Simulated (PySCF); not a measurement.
**HgH⁺: one state, many levels of theory**

State: ¹Σ⁺ (singlet), closed shell. Set-up: basis Hg def2-TZVP with ECP60, H def2-TZVP; scalar-relativistic core potentials; PySCF 2.14. De refers to Hg⁺ + H in their ground configurations, without counterpoise correction. A positive dipole points towards H; it is taken about the centre of mass and depends on that origin.

```tsv
Level	Re (Å)	ωe (cm⁻¹)	De (eV)	μ (D)
RHF	1.623	2058	1.24	-1.37
RHF-MP2	1.569	2169	2.42	n/a
RHF-SCS-MP2	1.578	2133	2.44	n/a
RHF-CCSD	1.594	2062	2.48	n/a
RHF-CCSD(T)	1.596	2038	2.57	n/a
LDA	1.600	2019	3.46	0.13
PBE	1.611	1974	2.81	-0.08
BP86	1.611	1976	2.95	-0.07
r²SCAN	1.595	2057	2.79	-0.28
PBE0	1.604	2032	2.58	-0.39
r²SCAN0	1.593	2083	2.61	-0.49
ωB97X	1.606	2065	2.61	-0.67
```

Q: Which functional lies closest to RHF-CCSD(T) in De, which farthest, and by how much do they differ from it?

A: Closest is PBE0 (+0.8 pm in Re, -0.3 % in ωe, +0.01 eV in De against RHF-CCSD(T) in the same basis), farthest LDA (+0.4 pm in Re, -0.9 % in ωe, +0.89 eV in De). CCSD(T) converges more slowly with the basis than the functionals do and binds too weakly in this one, so the order can change at the basis-set limit.

Q: What does a quarter of exact exchange do here, going from PBE to PBE0?

A: PBE0 less PBE: -0.7 pm in Re, +2.9 % in ωe, -0.23 eV in De. Exact exchange removes part of the self-interaction that spreads semilocal densities, and in most molecules shortens and stiffens the bond and lowers De; so it does here.

Q: What does a quarter of exact exchange do here, going from r²SCAN to r²SCAN0?

A: r²SCAN0 less r²SCAN: -0.2 pm in Re, +1.3 % in ωe, -0.18 eV in De. Exact exchange removes part of the self-interaction that spreads semilocal densities, and in most molecules shortens and stiffens the bond and lowers De; so it does here.

Correlated steps freeze no core orbitals. Spin–orbit coupling is left out. For an ion De counts to the pair picked by the measured ionisation energies or electron affinities, which need not be the lowest pair at this level. Where the molecule has an RHF reference, its open-shell atoms are computed with UHF. The CCSD T1 diagnostic is raised, a sign that a single reference may not be enough here.

The whole job (state search and all levels along the bond) took about 1.5 min on 1 thread of Arm Neoverse V1 (shared host), peak memory 0.63 GiB.
